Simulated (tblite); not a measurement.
Species: C4H6FOP.
SMILES: `CC1=C(F)[P@@]1(C)=O`

Level: GFN2-xTB in tblite, geometry and Hessian alike; calculated harmonic values, unscaled, isolated species. Against measured fundamentals such values can be off by several per cent, at times by over 20.

Harmonic wavenumbers (cm⁻¹): 92.7, 123.9, 146.4, 153.6, 187.2, 219.5, 273.5, 327.7, 365.5, 455.1, 592.0, 672.4, 766.6, 802.0, 855.7, 937.9, 1011.9, 1075.1, 1217.9, 1277.7, 1298.9, 1383.7, 1397.3, 1415.4, 1449.6, 1459.2, 1747.0, 2995.1, 2997.0, 3000.5, 3018.3, 3020.0, 3062.4.

A = 2779, B = 1646, C = 1410 MHz; mass 120.014 u (most abundant isotopes); point group C1, symmetry number 1.

Task: Zero-point energy?

Result: Half the sum of the wavenumbers: 19899 cm⁻¹ = 238.05 kJ/mol.

Task: What is S at 350 K and 1 bar for an ideal gas of classical rigid rotors and harmonic oscillators?

Result: Translation 171.90, rotation 120.41, vibration 112.26: S = 404.6 J/(mol K).

Task: And Cp and H(350 K) − H(0)?

Result: Cp = 145.03 J/(mol K), of which vibrations give 111.78 (their classical limit is 33 R = 274.4); H(350 K) − H(0) = 32.81 kJ/mol without the zero-point energy, 21.17 from vibrations.

Task: Blend soft modes into free rotors: weight 1/[1 + (100 cm⁻¹/ν̃)⁴] for the oscillator and the rest for a rotor with moment μB/(μ + B), μ = h/(8π²ν), B = 10⁻⁴⁴ kg m². What vibrational entropy results?

Result: 109.06 J/(mol K) in place of 112.26, which changes −T·S at 350 K by +1.12 kJ/mol.

Task: What must be added to the electronic energy to get the Gibbs energy at 350 K and 1 bar?

Result: ZPE + [H(350 K) − H(0)] − T·S = 238.05 + 32.81 − 141.60 = 129.26 kJ/mol.

Task: How do the functions run with temperature in this model?

Result: 
```
T (K)  S (J/(mol K))  Cp (J/(mol K))  H − H(0) (kJ/mol)  G − H(0) (kJ/mol)  ln q(vib)
  100          273.8            73.1               4.90             -22.47       0.89
  200          335.2           105.7              13.96             -53.09       3.01
  300          383.2           132.4              25.88             -89.08       5.17
  500          462.0           177.8              57.13            -173.89       9.25
  800          556.0           221.6             117.63            -327.19      14.73
 1000          607.6           240.6             163.96            -443.67      18.01
```

q(vib) and H(0) count from the zero-point level.

Task: Which modes carry the vibrational entropy at 350 K?

Result: 92.7 cm⁻¹: 16.39; 123.9 cm⁻¹: 14.01; 146.4 cm⁻¹: 12.66; 153.6 cm⁻¹: 12.27; 187.2 cm⁻¹: 10.69; 219.5 cm⁻¹: 9.45 J/(mol K); the other 27 give 36.79 together.

Hindered rotation and anharmonicity are outside this model. The structure is chiral; the term R ln 2 for an equal mix with its mirror image is left out.

The run took 0.35 s on one thread, Arm Neoverse V1 (aarch64), no GPU (shared host). This covers the Hessian and the dipole derivatives.
